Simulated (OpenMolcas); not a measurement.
# Al2+: effect of the active space

```json
{
  "Program": "OpenMolcas 26.06",
  "Method": "CASSCF",
  "Basis": "ANO-L-VDZP",
  "Scalar Hamiltonian": "non-relativistic, point nucleus",
  "Spin-orbit coupling": "state interaction with AMFI integrals over the reference wave functions, term energies averaged over their components"
}
```

A. 1 electron in 4 orbitals (3s 3p); 2S+1 = 2 even, 1 root; 2S+1 = 2 odd, 3 roots; cost roughly 6 core-seconds
B. 1 electron in 8 orbitals (3s 3p 4s 4p); 2S+1 = 2 even, 1 root; 2S+1 = 2 odd, 3 roots; cost of the order of 19 core-seconds

Energies in cm-1 above 3s 2S 1/2, the measured ground level; measured values from NIST levels in Kelleher and Podobedova, J. Phys. Chem. Ref. Data 37, 709 (2008).

```csv
Level,A,B,Measured
3s 2S 1/2,0.0,0.0,0.0
3p 2P* 1/2,53367,53367,53683
3p 2P* 3/2,53518,53518,53917
```

Deviations, from unrounded energies. A percentage is the sum of absolute deviations over the sum of measured energies, with the sign that they share, or ± where signs differ.

```json
{"Against measurement": "mean absolute deviation (cm-1)", "Levels": "2", "A": "360", "B": "360"}
{"Against measurement": "other configurations (%)", "Levels": "2", "A": "-0.7", "B": "-0.7"}
```

A, B lie about equally close to measurement. The largest miss of A in the table is 3p 2P* 3/2, by -400 cm-1. The ranking rests on the paired levels alone, and a cruder setting can come out closer through cancelling errors.

Between A and B no level of the table moves by more than 5 cm-1.

With one active electron the reference holds no correlation, so core polarisation is missing. With one active electron outside closed inactive shells, the extra shells (4p 4s) add no correlation to the reference (holds for B). Measured partners are found by configuration, term and J. A level has none where our copy of the source lacks it or the pairing is in doubt (some pairs that miss far off the trend of their configuration count as doubtful), and it then counts in no deviation. Only configurations of the active space appear.

* marks odd parity.
